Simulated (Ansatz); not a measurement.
Task: Name a neutral molecule of Ge, Si and H with size of the dipole moment (B3LYP/def2-TZVPP) between 0.00 and 0.30 D and LUMO energy (B3LYP/def2-TZVPP) between -0.65 and -0.35 eV (Ansatz, PBE0-D4/def2-TZVP geometry).

Result: `[SiH3][SiH2][GeH2][GeH2][GeH2][SiH3]` (0.11 D, -0.62 eV); `[SiH3][SiH2][GeH3]` (0.18 D, -0.38 eV); `[SiH3][SiH2][SiH2][GeH3]` (0.23 D, -0.50 eV); `[SiH3][SiH2][SiH2][SiH2][GeH3]` (0.21 D, -0.58 eV); `[SiH3][SiH2][GeH2][SiH2][SiH3]` (0.02 D, -0.53 eV); `[GeH3][SiH2][SiH2][SiH2][GeH3]` (0.27 D, -0.57 eV). Other molecules can fit too; these were computed, each in one conformer that needn't be the lowest.

B3LYP here is the variant with VWN-RPA as its local correlation; programs differ in this.
